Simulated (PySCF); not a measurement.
# Mg (magnesium, neutral) across methods

[Ne] 3s1 4s1, high-spin 3S determinant (an excited configuration). Computed with PySCF 2.14 in aug-cc-pVDZ (5s4p2d, 27 functions), with no relativity, point nucleus. The B2PLYP total includes its PT2 part (frozen core); its orbital energies are those of the SCF part.

```tsv
method	E (hartree)	mean ε 2p β (eV)	mean ε 3s α (eV)	mean ε 4s α (eV)	Σ⟨r²⟩ (bohr²)	⟨S²⟩
BP86	-199.8963	-52.207	-8.492	-1.673	89.95	2.000
BHandHLYP	-199.8834	-60.220	-9.909	-1.919	90.92	2.000
r2SCAN	-199.8549	-53.566	-8.581	-1.554	91.88	2.000
LDA	-198.9336	-52.030	-8.458	-1.601	88.77	2.000
PBE	-199.7590	-52.043	-8.396	-1.629	90.59	2.000
TPSSh	-199.8924	-54.073	-8.681	-1.681	92.06	2.000
UHF	-199.45241	-67.160	-11.261	-2.381	92.33	2.000
PBE0	-199.7794	-56.124	-9.202	-1.877	91.03	2.000
```

(1) Estimate the same row for B2PLYP.

The outer electron is Rydberg-like, and this basis confines it to a smaller radius and binds it less than a complete one would.

## Answers

(1) E (hartree) = -199.7683; mean ε 2p β (eV) = -60.369; mean ε 3s α (eV) = -9.940; mean ε 4s α (eV) = -1.943; Σ⟨r²⟩ (bohr²) = 91.19; ⟨S²⟩ = 2.000.
